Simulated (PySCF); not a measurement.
tin monoxide (OSn), singlet, geometry from GFN2-xTB (such geometries of metal compounds can be far from the true shape) (core potentials on Sn); PySCF with PBE0/def2-SV(P).

The PySCF input:
```python
from pyscf import gto, scf, dft

mol = gto.Mole()
mol.atom = '''
    Sn   -0.00000000   -0.00000000   -0.24879316
    O     0.00000000    0.00000000    1.55495727
'''
mol.basis = 'def2-sv(p)'
mol.ecp = {'Sn': 'def2-sv(p)'}
mol.verbose = 4
mol.build()

mf = dft.RKS(mol)
mf.xc = 'pbe0'
mf.kernel()
```

It wrote (shortened):

```
PySCF version 2.14.0

[INPUT] verbose = 4
[INPUT] num. atoms = 2
[INPUT] num. electrons = 30
[INPUT] charge = 0
[INPUT] spin (= nelec alpha-beta = 2S) = 0
[INPUT] symmetry False subgroup None
[INPUT] Mole.unit = angstrom
[INPUT] Symbol           X                Y                Z      unit          X                Y                Z       unit  Magmom
[INPUT]  1 Sn     0.000000000000   0.000000000000  -0.248793160000 AA    0.000000000000   0.000000000000  -0.470150934065 Bohr   0.0
[INPUT]  2 O      0.000000000000   0.000000000000   1.554957270000 AA    0.000000000000   0.000000000000   2.938443375701 Bohr   0.0

nuclear repulsion = 51.6341881742032
number of shells = 16
number of NR pGTOs = 85
number of NR cGTOs = 40
basis = def2-sv(p)
ecp = {'Sn': 'def2-sv(p)'}

******** <class 'pyscf.dft.rks.RKS'> ********
method = RKS
initial guess = minao
damping factor = 0
level_shift factor = 0
DIIS = <class 'pyscf.scf.diis.CDIIS'>
diis_start_cycle = 1
diis_space = 8
diis_damp = 0
SCF conv_tol = 1e-09
SCF conv_tol_grad = None
SCF max_cycles = 50
direct_scf = True
direct_scf_tol = 1e-13
XC library pyscf.dft.libxc version 7.1.2
    S. Lehtola, C. Steigemann, M. J. T. Oliveira, and M. A. L. Marques,  SoftwareX 7, 1–5 (2018)
XC functionals = pbe0
    C. Adamo and V. Barone,  J. Chem. Phys. 110, 6158 (1999)
    M. Ernzerhof and G. E. Scuseria,  J. Chem. Phys. 110, 5029 (1999)
radial grids:
    Treutler-Ahlrichs [JCP 102, 346 (1995); DOI:10.1063/1.469408] (M4) radial grids

becke partition: Becke, JCP 88, 2547 (1988); DOI:10.1063/1.454033
pruning grids: <function nwchem_prune>
grids dens level: 3
symmetrized grids: False
atomic radii adjust function: <function treutler_atomic_radii_adjust>
small_rho_cutoff = 0
Set gradient conv threshold to 3.16228e-05
Initial guess from minao.
tot grids = 36040
init E= -266.706850459187
  HOMO = -0.888408066055066  LUMO = -0.716369628168498  gap/eV = 4.68140
cycle= 1 E= -288.780693514454  delta_E= -22.1  |g|= 1.89  |ddm|= 6.71
  HOMO = -0.17343722397003  LUMO = 0.0208434169076617  gap/eV = 5.28665
cycle= 2 E= -289.056610295637  delta_E= -0.276  |g|= 1.33  |ddm|= 4.84
  HOMO = -0.209823792863342  LUMO = -0.049004047250312  gap/eV = 4.37613
cycle= 3 E= -288.981953054518  delta_E= 0.0747  |g|= 1.29  |ddm|= 1.98
  HOMO = -0.285596572237158  LUMO = -0.0761151115040201  gap/eV = 5.70028
cycle= 4 E= -289.354652788005  delta_E= -0.373  |g|= 0.175  |ddm|= 0.943
  HOMO = -0.275204314743523  LUMO = -0.0745452012731608  gap/eV = 5.46021
cycle= 5 E= -289.36218940529  delta_E= -0.00754  |g|= 0.045  |ddm|= 0.188
  HOMO = -0.277870326045871  LUMO = -0.0750407338344024  gap/eV = 5.51927
cycle= 6 E= -289.362646979541  delta_E= -0.000458  |g|= 0.00736  |ddm|= 0.0251
  HOMO = -0.278350463345778  LUMO = -0.0750866555564186  gap/eV = 5.53109
cycle= 7 E= -289.362660830235  delta_E= -1.39e-05  |g|= 0.000146  |ddm|= 0.00612
  HOMO = -0.278390508295467  LUMO = -0.0751258971101836  gap/eV = 5.53111
cycle= 8 E= -289.362660834125  delta_E= -3.89e-09  |g|= 7.43e-05  |ddm|= 0.00016
  HOMO = -0.278390511642602  LUMO = -0.0751284368112632  gap/eV = 5.53104
cycle= 9 E= -289.362660835539  delta_E= -1.41e-09  |g|= 7.72e-06  |ddm|= 5.57e-05
  HOMO = -0.278389258187427  LUMO = -0.0751275773141616  gap/eV = 5.53103
cycle= 10 E= -289.362660835553  delta_E= -1.37e-11  |g|= 8.01e-07  |ddm|= 6.21e-06
  HOMO = -0.278389486022455  LUMO = -0.0751276093572878  gap/eV = 5.53104
Extra cycle  E= -289.362660835551  delta_E= 1.31e-12  |g|= 2.56e-06  |ddm|= 2.45e-06
converged SCF energy = -289.362660835551
```
